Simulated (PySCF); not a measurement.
C8H11NSi.
SMILES with atom numbers: `[cH:1]1[cH:2][c:3]([CH:4]2[CH2:5][SiH2:6][CH2:7]2)[cH:8][cH:9][n:10]1`

NICS = −σ at a ghost point: NICS(0) at the centroid of the ring atoms, NICS(1) 1 Å to either side along the normal of their mean plane, zz for the tensor component along that normal. Level: GIAO PBE0/pcSseg-1 (PySCF, non-relativistic, gas phase) on the GFN2-xTB geometry, one conformer.

Rings: 1. C1–C2–C3–C8–C9–N10; 2. C4–C5–Si6–C7.

```tsv
set	NICS(0)	NICS(1), two faces	NICS(1)zz, two faces
P	3.6	0.5 / 1.4	5.5 / 4.2
Q	-7.4	-11.1 / -11.1	-27.5 / -27.5
```

Question: Which set (ppm) belongs to which ring?

Answer: P = 2, Q = 1.
- 1 (6-membered ring with N; formal bonds all aromatic): mean NICS(1)zz -27.5 ppm, shielded. For a flat ring without four-coordinate atoms the NICS criterion counts such a value as aromatic.
- 2 (4-membered ring with Si; formal bonds all single): mean NICS(1)zz 4.9 ppm, deshielded. C4, C5, Si6, C7 have four or more neighbours, and the NICS criterion for π rings isn't applied.

Question: How do the rings differ in shape?

Answer: 
```
ring                          bond lengths (Å)  rms pucker (Å)  HOMA  nearest outside atom to a NICS(1) probe (Å)
   1  1.384, 1.393, 1.391, 1.386, 1.321, 1.323            0.00  0.99                                hydrogen 2.61
   2                1.552, 1.911, 1.910, 1.552            0.02     –                                hydrogen 1.66
```

HOMA = 1 − mean of α(R − Ropt)² over the ring bonds, with Krygowski's 1993 parameters (CC: Ropt 1.388 Å, α 257.7 Å⁻²; CN: Ropt 1.334 Å, α 93.52 Å⁻²). A dash marks a ring with a four-coordinate atom, a triple bond, no multiple bond or a kind of bond without parameters.

Hardware: one thread of an Arm Neoverse N1, shared host with 64 logical CPUs at a one-minute load of 56. Cost: 1.8 min wall (with the writing of density and orbital grids), 1.0 GiB resident at most. This is the whole shielding run at PBE0/pcSseg-1, SCF included.

Conformer computed: `[cH:1]1[cH:2][c:3]([CH:4]2[CH2:5][SiH2:6][CH2:7]2)[cH:8][cH:9][n:10]1`: C2–C3–C4–C5 -56°.
